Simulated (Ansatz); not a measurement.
Several settings on one geometry of the cluster Mg2N2 (the lowest singlet isomer of a short search) (that of the charge 0 singlet, r2SCAN-D4/def2-TZVP). Ansatz on 4 threads of Arm Neoverse V2 on a shared host; times are rough.

```xyz
4

Mg   -0.275   -1.372   -0.223
Mg    0.266    1.362   -0.283
N    -1.188    0.241    0.271
N     1.198   -0.232    0.234
```

Totals from different functionals, basis sets or treatments of relativity can't be compared as stabilities.

At r2SCAN-D4/def2-TZVP a triplet lies 0.87 eV below the restricted singlet of charge 0, at its own geometry.

(1) Give the basis size and estimate the energy, ⟨S²⟩, dipole and time of these runs.

```json
{"run": "1", "method": "RKS r2SCANh-D4/pcseg-2", "charge": "0", "state": "singlet", "further keys": "final_grid: {core_spheres: 8, valence_spheres: 7, degree: 23}; scf: {omitted_lower_state_checks: [starts]}; forces asked"}
{"run": "2", "method": "RKS ωB97/STO-3G", "charge": "0", "state": "singlet", "further keys": "scf: {omitted_lower_state_checks: [starts]}; forces asked"}
{"run": "3", "method": "RKS r2SCAN50-D3(BJ)-ATM/STO-3G", "charge": "0", "state": "singlet", "further keys": "point_charges: [{charge: 1.00, position_ang: [6.125, -0.523, -0.286]}]; accuracy: high; forces asked"}
```

Answers

(1) 
```csv
run,functions,energy (Eh),⟨S²⟩,dipole (D),wall time
1,98,-509.3829,–,3.56,1.1 s
2,28,-502.8680,–,3.75,0.85 s
3,28,-502.7919,–,4.13,2.7 s
```

The restricted singlet is unstable towards broken spin symmetry at other levels; at RKS r2SCANh-D4/pcseg-2, RKS ωB97/STO-3G, RKS r2SCAN50-D3(BJ)-ATM/STO-3G this wasn't settled.
